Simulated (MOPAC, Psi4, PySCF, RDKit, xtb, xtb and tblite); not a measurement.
Conformational energy of SMILES F[SiH2][SiH2][Si](Cl)(Cl)Cl (H4Cl3FSi3). Scanned: dihedral F1–Si2–Si3–Si4; all other coordinates were relaxed at GFN2-xTB. GFN2-xTB can order the conformers of Si and Ge chains otherwise than DFT does. Points at φ and −φ are mirror images.

Geometry of the scan point at 180° (Å):
```
11

F      3.2291    -0.1343     0.5286
Si     1.9033    -0.4581    -0.3317
Si     0.1155     0.4650     0.8218
Si    -1.9169     0.1118    -0.2534
Cl    -3.5278     0.8767     0.7041
Cl    -2.2791    -1.8780    -0.5038
Cl    -1.9108     0.9237    -2.1225
H      1.9280    -1.9139    -0.4257
H      2.2089     0.1342    -1.6297
H     -0.0061    -0.0711     2.1882
H      0.2663     1.9166     1.0203
```

Levels of theory: GFN2-xTB (xtb and tblite); MMFF94 // GFN2-xTB (RDKit); PBE/def2-SVP // GFN2-xTB (Psi4); PBE-D3(BJ)/def2-SVP // GFN2-xTB (Psi4); MP2/cc-pVTZ = DF-MP2 (frozen core)/cc-pVTZ // GFN2-xTB (Psi4 1.11); HF/cc-pVTZ // GFN2-xTB (Psi4); UFF // GFN2-xTB (RDKit); PM6, restricted, heats of formation // GFN2-xTB (MOPAC); AM1, restricted, heats of formation // GFN2-xTB (MOPAC); GFN1-xTB // GFN2-xTB (xtb); RKS-B3LYP/6-31G* = PySCF with restricted B3LYP/6-31G*, spherical d, density fitting // GFN2-xTB; RMP2/6-31G* = PySCF 2.14.0 with restricted MP2 (frozen core)/6-31G*, spherical d // GFN2-xTB; RKS-LDA (SVWN5)/6-31G* = PySCF with restricted LDA (SVWN5)/6-31G*, spherical d, density fitting // GFN2-xTB; RMP2/3-21G = restricted MP2 (frozen core)/3-21G // GFN2-xTB in PySCF.

Least-squares fit of E(φ) = a0 + Σ (a_n cos nφ + b_n sin nφ), n = 1 to 4, to the 18 scan points, in kcal/mol above the lowest point of each profile (levels whose profile four harmonics don't fit are not listed):

```
method                    a0     a1    b1     a2    b2     a3    b3     a4    b4  rms of fit
----------------------  ----  -----  ----  -----  ----  -----  ----  -----  ----  ----------
GFN2-xTB                0.24   0.13  0.00  -0.06  0.00   0.05  0.00   0.00  0.00        0.00
MMFF94                  1.04   0.27  0.00  -0.14  0.00   0.61  0.00  -0.03  0.00        0.02
PBE/def2-SVP            0.38  -0.17  0.00  -0.21  0.00   0.35  0.00  -0.04  0.00        0.02
PBE-D3(BJ)/def2-SVP     0.37  -0.20  0.00  -0.23  0.00   0.35  0.00  -0.04  0.00        0.02
MP2/cc-pVTZ             0.47   0.00  0.00  -0.10  0.00   0.36  0.00  -0.02  0.00        0.01
HF/cc-pVTZ              0.40   0.01  0.00  -0.06  0.00   0.32  0.00   0.00  0.00        0.01
UFF                     0.69   0.00  0.00  -0.08  0.00   0.59  0.00  -0.04  0.00        0.01
PM6                     0.30   0.09  0.00   0.02  0.00   0.21  0.00  -0.01  0.00        0.00
AM1                     0.21  -0.11  0.00   0.21  0.00  -0.07  0.00   0.02  0.00        0.01
GFN1-xTB                0.34  -0.38  0.00   0.03  0.00   0.13  0.00   0.00  0.00        0.01
RKS-B3LYP/6-31G*        0.25  -0.05  0.00  -0.18  0.00   0.10  0.00  -0.03  0.00        0.01
RMP2/6-31G*             0.24  -0.12  0.00  -0.21  0.00   0.10  0.00  -0.02  0.00        0.02
RKS-LDA (SVWN5)/6-31G*  0.36   0.06  0.00  -0.19  0.00   0.09  0.00  -0.04  0.00        0.01
RMP2/3-21G              0.55   0.03  0.00  -0.31  0.00   0.09  0.00  -0.17  0.00        0.03
```

MMFF94 has few fitted parameters for silicon.
